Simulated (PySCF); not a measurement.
PySCF input for Zn(Et)(SiH3) (C2H8SiZn), SMILES C[CH2][Zn][SiH3], TDDFT-B3LYP/def2-SVPD. The structure is a stationary point at TPSSh-D3(BJ)/def2-SVP. The structure was generated by enumeration; whether it is a known compound was not checked. Other conformers were not sampled.

```python
import numpy as np
from pyscf import gto, scf, dft, tdscf

mol = gto.M(
    atom='''
    Zn    0.16099601   -0.11128405   -0.00743004
    C    -0.36685111   -1.24619029   -1.52770255
    C    -1.74725632   -0.93963181   -2.12838660
    H    -0.32603608   -2.30043830   -1.19447203
    H     0.41289693   -1.15340312   -2.30714653
    H    -1.81094967    0.09444895   -2.50717853
    H    -2.55497404   -1.06086596   -1.38691585
    H    -1.98755473   -1.60670578   -2.97586864
    Si    0.80345806    1.26414353    1.83562585
    H     0.23457428    0.78484072    3.13398508
    H     0.35102049    2.68164556    1.67687264
    H     2.28737436    1.31592277    2.02139831
    ''',
    basis='def2-SVPD',
    charge=0,
    spin=0,
    max_memory=1600,
    verbose=4,
)
mf = dft.RKS(mol, xc='b3lyp').density_fit(auxbasis='def2-universal-jkfit')
mf.grids.level = 3
mf.conv_tol = 1e-9
mf.max_cycle = 100
mf.kernel()
mf.grids = dft.Grids(mol).set(level=1).build(with_non0tab=True)  # coarser grid for the response kernel
td = tdscf.TDDFT(mf)
td.singlet = True
td.nstates = 10
td.conv_tol = 1e-4
td.positive_eig_threshold = 1e-6
td.kernel(x0=td.get_init_guess(mf, 15))
td.analyze()
tt = tdscf.TDA(mf)
tt.singlet = False
tt.nstates = 4
tt.conv_tol = 1e-4
tt.positive_eig_threshold = 1e-6
tt.kernel(x0=tt.get_init_guess(mf, 9))
tt.analyze(verbose=3)
```

Program output:

```
PySCF version 2.14.0

[INPUT] verbose = 4
[INPUT] num. atoms = 12
[INPUT] num. electrons = 64
[INPUT] charge = 0
[INPUT] spin (= nelec alpha-beta = 2S) = 0
[INPUT] symmetry False subgroup None
[INPUT] Mole.unit = angstrom
[INPUT] Symbol           X                Y                Z      unit          X                Y                Z       unit  Magmom
[INPUT]  1 Zn     0.160996010000  -0.111284050000  -0.007430040000 AA    0.304238366048  -0.210296376532  -0.014040740695 Bohr   0.0
[INPUT]  2 C     -0.366851110000  -1.246190290000  -1.527702550000 AA   -0.693248126393  -2.354958347192  -2.886939419300 Bohr   0.0
[INPUT]  3 C     -1.747256320000  -0.939631810000  -2.128386600000 AA   -3.301835914215  -1.775646778829  -4.022067761194 Bohr   0.0
[INPUT]  4 H     -0.326036080000  -2.300438300000  -1.194472030000 AA   -0.616118897927  -4.347198353460  -2.257225000153 Bohr   0.0
[INPUT]  5 H      0.412896930000  -1.153403120000  -2.307146530000 AA    0.780262115374  -2.179616008019  -4.359875070941 Bohr   0.0
[INPUT]  6 H     -1.810949670000   0.094448950000  -2.507178530000 AA   -3.422198901671   0.178482648253  -4.737880767090 Bohr   0.0
[INPUT]  7 H     -2.554974040000  -1.060865960000  -1.386915850000 AA   -4.828201190974  -2.004746119274  -2.620891114318 Bohr   0.0
[INPUT]  8 H     -1.987554730000  -1.606705780000  -2.975868640000 AA   -3.755934097284  -3.036233886956  -5.623576712282 Bohr   0.0
[INPUT]  9 Si     0.803458060000   1.264143530000   1.835625850000 AA    1.518315685974   2.388885053841   3.468830123672 Bohr   0.0
[INPUT] 10 H      0.234574280000   0.784840720000   3.133985080000 AA    0.443281145067   1.483134012206   5.922373479673 Bohr   0.0
[INPUT] 11 H      0.351020490000   2.681645560000   1.676872640000 AA    0.663332590211   5.067575671556   3.168830035376 Bohr   0.0
[INPUT] 12 H      2.287374360000   1.315922770000   2.021398310000 AA    4.322511084752   2.486733636379   3.819889194559 Bohr   0.0

nuclear repulsion = 297.131410459467
number of shells = 70
number of NR pGTOs = 258
number of NR cGTOs = 162
basis = def2-SVPD
ecp = {}


[settings echo left out]
init E= -2149.05194311697
  HOMO = -0.261543881302955  LUMO = -0.0521049932794974  gap/eV = 5.69912
cycle= 1 E= -2149.493078245  delta_E= -0.441  |g|= 0.705  |ddm|=  4.2
  HOMO = -0.201952012970707  LUMO = -0.0549000638351648  gap/eV = 4.00149
cycle= 2 E= -2149.35914605887  delta_E= 0.134  |g|=  1.1  |ddm|= 3.13
  HOMO = -0.23956320688549  LUMO = -0.0400230552343026  gap/eV = 5.42976
cycle= 3 E= -2149.58306966704  delta_E= -0.224  |g|= 0.0447  |ddm|= 2.12
  HOMO = -0.237389613194847  LUMO = -0.0388748166114103  gap/eV = 5.40186
cycle= 4 E= -2149.58346836949  delta_E= -0.000399  |g|= 0.032  |ddm|= 0.128
  HOMO = -0.239650174623739  LUMO = -0.0394013819069957  gap/eV = 5.44905
cycle= 5 E= -2149.58372050143  delta_E= -0.000252  |g|= 0.00784  |ddm|= 0.0522
  HOMO = -0.239043444232982  LUMO = -0.0394647275861666  gap/eV = 5.43081
cycle= 6 E= -2149.58373615978  delta_E= -1.57e-05  |g|= 0.00168  |ddm|= 0.0128
  HOMO = -0.239159631970749  LUMO = -0.0394850256385065  gap/eV = 5.43342
cycle= 7 E= -2149.58373673672  delta_E= -5.77e-07  |g|= 0.00048  |ddm|= 0.00289
  HOMO = -0.239150670210343  LUMO = -0.0394678889406514  gap/eV = 5.43365
cycle= 8 E= -2149.5837367936  delta_E= -5.69e-08  |g|= 7.11e-05  |ddm|= 0.000791
  HOMO = -0.239146652163984  LUMO = -0.0394660716050745  gap/eV = 5.43359
cycle= 9 E= -2149.5837367952  delta_E= -1.6e-09  |g|= 1.86e-05  |ddm|= 0.000187
  HOMO = -0.239147970320094  LUMO = -0.039466997855233  gap/eV = 5.43360
cycle= 10 E= -2149.58373679532  delta_E= -1.26e-10  |g|= 3.02e-06  |ddm|= 4.1e-05
  HOMO = -0.239147274554489  LUMO = -0.0394665409009086  gap/eV = 5.43359
Extra cycle  E= -2149.58373679532  delta_E= 2.73e-12  |g|= 3.26e-06  |ddm|= 1.03e-05
converged SCF energy = -2149.58373679532
tot grids = 43992
Overwritten attributes  positive_eig_threshold  of <class 'pyscf.tdscf.rks.TDDFT'>


******** <class 'pyscf.tdscf.rks.TDDFT'> for <class 'pyscf.df.df_jk.DFRKS'> ********
nstates = 10 singlet
deg_eia_thresh = 1.000e-03
wfnsym = None
conv_tol = 0.0001
eigh lindep = 1e-12
eigh level_shift = 0
eigh max_cycle = 100


Excitation energies (eV)
[4.473883   4.52080506 5.67288497 6.58364065 6.77550898 6.84937343
 6.92875241 7.0435232  7.16267092 7.16633722]

** Singlet excitation energies and oscillator strengths **
Excited State   1:      4.47388 eV    277.13 nm  f=0.0025
      32 -> 33       -0.70471
Excited State   2:      4.52081 eV    274.25 nm  f=0.0034
      32 -> 34       -0.70476
Excited State   3:      5.67288 eV    218.56 nm  f=0.3689
      32 -> 35        0.69056
Excited State   4:      6.58364 eV    188.32 nm  f=0.0301
      32 -> 36        0.69417
Excited State   5:      6.77551 eV    182.99 nm  f=0.0823
      31 -> 33       -0.68699
Excited State   6:      6.84937 eV    181.02 nm  f=0.0854
      31 -> 34       -0.68763
Excited State   7:      6.92875 eV    178.94 nm  f=0.0508
      32 -> 37        0.62505
      32 -> 38       -0.23066
      32 -> 39       -0.14702
Excited State   8:      7.04352 eV    176.03 nm  f=0.0033
      29 -> 33        0.10357
      32 -> 38        0.45941
      32 -> 39       -0.51036
Excited State   9:      7.16267 eV    173.10 nm  f=0.0853
      29 -> 33        0.19221
      29 -> 34        0.19163
      30 -> 33        0.35864
      30 -> 34       -0.24151
      32 -> 37        0.17884
      32 -> 38        0.29753
      32 -> 39        0.31175
Excited State  10:      7.16634 eV    173.01 nm  f=0.0410
      29 -> 33       -0.12100
      29 -> 34        0.35472
      30 -> 33        0.44693
      30 -> 34        0.16853
      32 -> 37       -0.10920
      32 -> 38       -0.23560
      32 -> 39       -0.21853

** Transition electric dipole moments (AU) **
state          X           Y           Z        Dip. S.      Osc.
  1        -0.1185      0.0924      0.0200      0.0230      0.0025
  2        -0.0729     -0.1154      0.1116      0.0311      0.0034
  3         0.4716      0.9191      1.2599      2.6545      0.3689
  4         0.2242      0.1743      0.3253      0.1865      0.0301
  5        -0.6322      0.2936     -0.1005      0.4960      0.0823
  6        -0.2896     -0.4776      0.4438      0.5089      0.0854
  7         0.2516      0.2065      0.4397      0.2993      0.0508
  8         0.0892      0.1016      0.0273      0.0190      0.0033
  9         0.2143      0.3853      0.5399      0.4859      0.0853
 10        -0.0995     -0.2904     -0.3735      0.2337      0.0410

** Transition velocity dipole moments (imaginary part, AU) **
state          X           Y           Z        Dip. S.      Osc.
  1        -0.0214      0.0173      0.0043      0.0008      0.0031
  2        -0.0131     -0.0207      0.0200      0.0010      0.0040
  3         0.0988      0.1950      0.2664      0.1188      0.3798
  4         0.0541      0.0461      0.0828      0.0119      0.0328
  5        -0.1569      0.0719     -0.0260      0.0305      0.0816
  6        -0.0729     -0.1204      0.1119      0.0323      0.0856
  7         0.0647      0.0544      0.1149      0.0204      0.0533
  8         0.0223      0.0264      0.0070      0.0012      0.0032
  9         0.0576      0.1027      0.1433      0.0344      0.0871
 10        -0.0262     -0.0770     -0.0997      0.0166      0.0419

** Transition magnetic dipole moments (imaginary part, AU) **
state          X           Y           Z
  1         0.2682      0.4306     -0.4168
  2        -0.7168      0.3499     -0.0999
  3         0.2222      0.3406     -0.3316
  4        -0.1026     -0.1424      0.1436
  5         0.1063      0.1828     -0.1688
  6         0.0077      0.1091      0.1350
  7         0.1166      0.1173     -0.0821
  8        -0.3364      0.1906     -0.1267
  9        -0.1931     -0.2823     -0.0964
 10        -0.1336     -0.1040     -0.4024
Overwritten attributes  positive_eig_threshold  of <class 'pyscf.tdscf.rks.TDA'>


******** <class 'pyscf.tdscf.rks.TDA'> for <class 'pyscf.df.df_jk.DFRKS'> ********
nstates = 4 triplet
deg_eia_thresh = 1.000e-03
wfnsym = None
conv_tol = 0.0001
eigh lindep = 1e-12
eigh level_shift = 0
eigh max_cycle = 100


Excitation energies (eV)
[4.10702313 4.15182268 4.83193608 5.76728566]

** Triplet excitation energies and oscillator strengths **
Excited State   1:      4.10702 eV    301.88 nm  f=0.0000
Excited State   2:      4.15182 eV    298.63 nm  f=0.0000
Excited State   3:      4.83194 eV    256.59 nm  f=0.0000
Excited State   4:      5.76729 eV    214.98 nm  f=0.0000
```

The calculation finished and met its thresholds.

Cost: roughly 4 core-minutes.
